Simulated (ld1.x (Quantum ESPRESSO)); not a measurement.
silver (Ag): ultrasoft pseudisation with LDA (PZ), fully relativistic reference atom.

Ag, ultrasoft, made with ld1.x (Quantum ESPRESSO) 7.5 (LDA (PZ), fully relativistic). Core [Ar] 3d10 4s2, reference 4p6 4d10 5s0 5p1. Waves: 5s (bound, empty): rcut 1.60, rcutus 2.10 bohr; 5s channel at 2.15 Ry: rcut 1.60, rcutus 2.10 bohr; 4p (bound): rcut 1.75, rcutus 1.95 bohr; 5p (bound): rcut 1.75, rcutus 1.95 bohr; 4d (bound): rcut 1.35, rcutus 1.85 bohr; 4d channel at -0.3 Ry: rcut 1.35, rcutus 1.85 bohr. Local part: all-electron potential smoothed inside 1.90 bohr (lloc = -1). Core correction: none. Augmentation charge: PSQ, inside the norm-conserving radii.

Open shells are filled in proportion to 2j + 1 (rel_dist='average').

All-electron outer shells of the reference configuration (LDA (PZ), scalar-relativistic, ld1.x):

| shell | level (eV) | outermost node (bohr) | outermost maximum (bohr) |
| --- | --- | --- | --- |
| 3d | -360.81 | – | 0.27 |
| 4s | -97.04 | 0.44 | 0.82 |
| 4p | -60.65 | 0.44 | 0.87 |
| 4d | -9.59 | 0.43 | 1.04 |
| 5s | -6.06 | 1.11 | 2.43 |
| 5p | -1.86 | 1.25 | 3.45 |

What the tests gave:

```
Cutoffs needed                            : 35 Ry and 55 Ry (the cutoffs (Ry, on a coarse ladder) from which the occupation-weighted sum of valence levels, in a spherical-Bessel basis at the reference potential, stays within 10 and 1 mRy of its value at 400 Ry)
Ghost test                                : no extra level below or beside the all-electron valence levels (s, p1/2, p3/2, d3/2, d5/2, f tested) (spherical-Bessel basis up to 400 Ry, 20 bohr box)
Configuration tests                       : test run stopped at test 1 of 7 (negative rho)
Lowest eigenvalue of the overlap operator : 0.09 (p3/2 channel)
Density cutoff estimated by the generator : 216 Ry
```

Generation and tests took about 2.1 s on one core of a shared server CPU.
